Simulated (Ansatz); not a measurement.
`FC[SiH]1C[SiH2]1` and `[AlH2][SiH2][SiH]1C[SiH2]1` differ in one atom or group.

Ansatz, PBE0-D4/def2-TZVP geometries, multiplicity 1. Each molecule was computed in one conformer, which needn't be the lowest. `FC[SiH]1C[SiH2]1` holds a close contact that its SMILES doesn't draw: H···Si 1.63 Å. `[AlH2][SiH2][SiH]1C[SiH2]1` holds a close contact that its SMILES doesn't draw: H···Al 1.99 Å.

| property | `FC[SiH]1C[SiH2]1` |
| --- | --- |
| LUMO energy (B3LYP/def2-TZVPP) / eV | -1.23 |
| HOMO energy (PBE0/def2-TZVPP) / eV | -6.38 |
| HOMO–LUMO gap (ωB97M-V/def2-TZVPP) / eV | 9.19 |
| LUMO energy (PBE/def2-TZVPP) / eV | -1.89 |
| HOMO energy (ωB97M-V/def2-TZVPP) / eV | -8.38 |
| size of the dipole moment (PBE/def2-TZVPP) / D | 0.41 |

Give the same properties after the change, and the shifts. (Estimate.)

Ansatz gave: 
```tsv
property	`[AlH2][SiH2][SiH]1C[SiH2]1`	shift
LUMO energy (B3LYP/def2-TZVPP) / eV	-1.53	-0.30
HOMO energy (PBE0/def2-TZVPP) / eV	-6.93	-0.55
HOMO–LUMO gap (ωB97M-V/def2-TZVPP) / eV	9.17	-0.02
LUMO energy (PBE/def2-TZVPP) / eV	-2.19	-0.30
HOMO energy (ωB97M-V/def2-TZVPP) / eV	-8.89	-0.51
size of the dipole moment (PBE/def2-TZVPP) / D	1.76	1.35
```

With PBE0 the HOMO falls by 0.55 eV and the LUMO falls by 0.34 eV, so the gap widens by about 0.21 eV. PBE moves the HOMO by -0.53 eV and ωB97M-V by -0.51 eV. Dipoles are sizes alone; their direction can turn.

Positive LUMOs are unbound, so they and the gaps depend on the basis.

B3LYP here is the variant with VWN-RPA as its local correlation; programs differ in this.
